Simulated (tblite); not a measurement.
CH₆BNP (doublet state).
Bonds: C1–N2, N2–B3, B3–P4. Hydrogens: H5, H6 on C1; H7 on N2; H8 on B3; H9, H10 on P4.

Computed with GFN2-xTB (tblite), gas phase: L-BFGS steps from a force-field or distance-geometry start until the largest atomic force falls under 0.01 eV/Å.

Step 35: E = -321.5766 eV
```
atom  x, y, z in Å  |  force x, y, z in eV/Å
C1     -1.9094   -0.0488    0.0915   -0.011  -0.041   0.089
N2     -0.6002   -0.2632   -0.1682    0.113  -0.131   0.056
B3      0.5190    0.5688    0.0630   -0.099  -0.055  -0.071
P4      2.2971   -0.0985   -0.1641   -0.205   0.000   0.027
H5     -2.2167    0.8919    0.5046    0.084   0.021  -0.015
H6     -2.6160   -0.8617    0.0527    0.147   0.108  -0.142
H7     -0.4279   -1.1848   -0.5654    0.026   0.070   0.129
H8      0.3634    1.6399    0.5000   -0.073   0.080   0.026
H9      1.9701   -1.2355   -0.8783   -0.006  -0.145  -0.087
H10     2.6294    0.5966   -1.3112    0.023   0.092  -0.011
```

Step 36: E = -321.5832 eV
```
atom  x, y, z in Å  |  force x, y, z in eV/Å
C1     -1.9045   -0.0555    0.1082    0.057   0.089   0.028
N2     -0.5970   -0.2678   -0.1677    0.017   0.061   0.189
B3      0.5185    0.5684    0.0624   -0.068  -0.033  -0.061
P4      2.2931   -0.1048   -0.1653   -0.180   0.050   0.054
H5     -2.2160    0.8936    0.5045    0.128  -0.059  -0.030
H6     -2.6187   -0.8543    0.0355    0.086   0.012  -0.123
H7     -0.4185   -1.1870   -0.5571    0.009  -0.070   0.065
H8      0.3664    1.6452    0.4909   -0.079   0.033   0.014
H9      1.9645   -1.2387   -0.8821   -0.008  -0.141  -0.116
H10     2.6210    0.6055   -1.3047    0.037   0.058  -0.020
```

**Question.** Estimate the geometry and energy of step 37. (The exact step hangs on the optimiser's Hessian estimate; all steps are aligned on step 36, rigid shifts and turns removed.)

**Answer.** E = -321.5897 eV, largest force 0.243 eV/Å
```
atom  x, y, z in Å  |  force x, y, z in eV/Å
C1     -1.9005   -0.0589    0.1220    0.079   0.127  -0.034
N2     -0.5949   -0.2715   -0.1614   -0.009   0.085   0.227
B3      0.5163    0.5680    0.0635   -0.009  -0.011  -0.046
P4      2.2855   -0.1115   -0.1699   -0.115   0.097   0.004
H5     -2.2136    0.8994    0.4967    0.136  -0.106  -0.027
H6     -2.6188   -0.8476    0.0168    0.030  -0.029  -0.097
H7     -0.4057   -1.1926   -0.5400   -0.049  -0.084   0.053
H8      0.3670    1.6469    0.4893   -0.076   0.019   0.004
H9      1.9606   -1.2474   -0.8907   -0.010  -0.067  -0.119
H10     2.6128    0.6200   -1.3016    0.023  -0.031   0.035
```

The energy changes by -0.0066 eV. The first-order estimate −F·Δx gives -0.0091 eV and the mean of the old and new forces, exact on a quadratic surface, -0.0066 eV. The step makes an angle of 62° with the force vector and moves no atom by more than 0.022 Å.

What follows is the cost of the whole relaxation. Hardware: INTEL XEON PLATINUM 8581C at 2.10 GHz, one thread, no GPU, on a shared host. Cost: 0.26 s.
